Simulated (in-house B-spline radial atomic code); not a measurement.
Results of a calculation; reference values are marked as such.
**Softness against transferability: the 2p channel of C**

C, [He] 2s2 2p2, non-relativistic LDA (VWN5), spherical and spin-unpolarised, from a B-spline radial code for spherical atoms (atomic units). The all-electron 2p level is ε = -0.199186 hartree and its outer maximum at 1.19 bohr.

Troullier-Martins pseudo-orbitals are made for several radii. The cutoffs (hartree) are the plane-wave energies beyond which the orbital holds less than the named kinetic energy per electron. The phase error is the difference, pseudo minus all-electron, of arctan(R P'/P) at R = 2.79 bohr for all radii, half a hartree below and above the level.

| r_c (bohr) | V_l(0) (hartree) | cutoff for 10 mEh | for 1 mEh | for 0.1 mEh | phase error at ε − 0.5 (mrad) | at ε + 0.5 (mrad) |
| --- | --- | --- | --- | --- | --- | --- |
| 1.33 | -7.90 | 18.5 | 26.5 | 34.6 | +0.1 | +1.7 |
| 1.55 | -6.56 | 15.2 | 21.3 | 27.7 | +0.2 | +4.1 |
| 1.78 | -5.54 | 12.7 | 17.3 | 22.3 | +0.5 | +8.6 |
| 2.01 | -4.78 | 10.8 | 14.6 | 18.2 | +1.1 | +15.9 |
| 2.24 | -4.18 | 9.33 | 12.3 | 15.5 | +2.3 | +26.6 |
| 2.49 | -3.68 | 8 | 10.6 | 13.1 | +4.6 | +42.3 |

(1) Which radius needs the lowest cutoff for 0.1 mEh while both phase errors stay within 16.0 mrad?

(2) What does the larger radius buy, and what does it cost?

Answers

(1) The radii within that limit are 1.33, 1.55, 1.78, 2.01 bohr; of these r_c = 2.01 needs the least, 18.2 hartree, that is 36.4 Ry or 495 eV.

(2) From r_c = 1.33 to 2.49 bohr the cutoff for 1 mEh goes from 26.5 to 10.6 hartree, a factor of 2.50, against 3.51 for a pure 1/r_c² scaling, end to end; step by step it is 26.5, 21.3, 17.3, 14.6, 12.3, 10.6, and for 0.1 mEh 34.6, 27.7, 22.3, 18.2, 15.5, 13.1; the number of plane waves goes as the cutoff to the power 3/2, here a factor of 4.0. The larger of the two phase errors is least at r_c = 1.33 bohr, 1.7 mrad; it is 1.7 at the smallest radius and 42.3 at the largest. These errors test the reference atom alone. Large radii also let the cores of neighbours overlap, which an atom doesn't show.
